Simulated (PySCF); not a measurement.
F2HfI2, multiplicity 1. Atoms are numbered in the order given.

```xyz
5

Hf     0.0000     0.0000     0.7390
F      0.0000    -1.5457     1.8423
F      0.0000     1.5457     1.8423
I     -2.2271     0.0000    -0.8148
I      2.2271     0.0000    -0.8148
```

The structure is a stationary point at B3LYP-D3(BJ)/def2-SVP. The multiplicity is an assumed one; no other spin state was optimised. The structure was generated by enumeration; whether it is a known compound was not checked. The def2 effective core potentials stand for the cores of Hf, I; spin–orbit coupling is left out.

Method: PBE/def2-TZVP (PySCF).

Symmetry labels are those of the subgroup C2v that the program uses (full group C2v).

Computed valence orbital energies around the gap with their symmetry:
```
orbital  symmetry  energy (eV)
-------  --------  -----------
HOMO−7         B1       -10.63
HOMO−6         B2       -10.27
HOMO−5         A1        -8.71
HOMO−4         B1        -8.14
HOMO−3         A1        -7.59
HOMO−2         B2        -7.28
HOMO−1         A2        -7.22
HOMO           B1        -7.02
LUMO           A1        -3.02
LUMO+1         A2        -2.70
LUMO+2         B1        -2.30
LUMO+3         A1        -1.72
```
